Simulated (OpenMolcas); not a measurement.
**C+: thermal populations, worked from levels**

* Program: OpenMolcas 26.06
* Basis: ANO-R3 [4s4p2d1f]
* Scalar Hamiltonian: X2C, finite nucleus
* Active space: 3 electrons in 4 orbitals (2s 2p)
* State averaging: 2S+1 = 4 odd, 1 root; 2S+1 = 2 odd, 11 roots; 2S+1 = 4 even, 3 roots; 2S+1 = 2 even, 9 roots
* Spin-orbit coupling: RASSI with atomic mean-field integrals over the reference wave functions, term energies averaged over their components

Methods: CASSCF; MS-CASPT2, IPEA 0.25 Eh, imaginary shift 0.1 Eh (closed shells correlated: 1s). Measured levels: NIST Handbook of Basic Atomic Spectroscopic Data.

**Thermal populations.** Z = Σ (2J + 1) exp(-E/kT) with k = 0.695035 cm-1/K, over the levels below. No other level of either list lies under 90000 cm-1, which is above 7 kT at each temperature.

| Level | 2J + 1 | MS-CASPT2 | measured |
| --- | --- | --- | --- |
| 2s² 2p ²P°_1/2 | 2 | 0.0 | 0.0 |
| 2s² 2p ²P°_3/2 | 4 | 57.0 | 63.4 |
| 2s 2p² ⁴P_1/2 | 2 | 41570 | 43003 |
| 2s 2p² ⁴P_3/2 | 4 | 41590 | 43025 |
| 2s 2p² ⁴P_5/2 | 6 | 41620 | 43054 |
| 2s 2p² ²D_3/2 | 4 | 75280 | 74933 |
| 2s 2p² ²D_5/2 | 6 | 75280 | 74930 |

```tsv
T (K)	Z, MS-CASPT2	Z, measured levels	Ground level (%), MS-CASPT2	Ground level (%), measured levels
5000	5.935	5.928	33.7	33.7
8000	5.966	5.960	33.5	33.6
12000	6.056	6.040	33.0	33.1
```

At 12000 K, kT = 8340 cm-1, and the computed levels give Z = 2.000 + 3.973 + 0.014 + 0.027 + 0.041 + 0.000 + 0.001 = 6.056.

Without dynamic correlation excited terms often stand tens of per cent too high (terms of higher spin than the ground term too low), and those without a measured partner can miss by more than the paired ones (holds for CASSCF). Measured partners are found by configuration, term and J. A level has none where our copy of the source lacks it or the pairing is in doubt (some pairs that miss far off the trend of their configuration count as doubtful), and it then counts in no deviation. Levels of configurations outside the active space are missing.

° marks odd parity.
